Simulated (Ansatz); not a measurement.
`CB(N)[SiH2][SiH3]`, charge 0, multiplicity 1.

Problem. Give a relaxed structure at PBE0-D4/def2-TZVP (Ansatz 0.2.0). (Best estimate.)

Solution. Computed: 
```xyz
15

C    -0.380   -1.499    1.294
B     0.621   -0.830    0.285
N     1.480   -1.609   -0.484
Si    0.657    1.181    0.029
Si   -1.317    1.894   -1.009
H    -0.307   -2.591    1.327
H    -1.415   -1.240    1.045
H    -0.220   -1.120    2.309
H     2.142   -1.232   -1.141
H     1.498   -2.616   -0.428
H     0.756    1.907    1.330
H     1.804    1.632   -0.819
H    -2.500    1.485   -0.200
H    -1.367    3.372   -1.182
H    -1.451    1.268   -2.355
```
This is one stationary point; other conformers may exist.
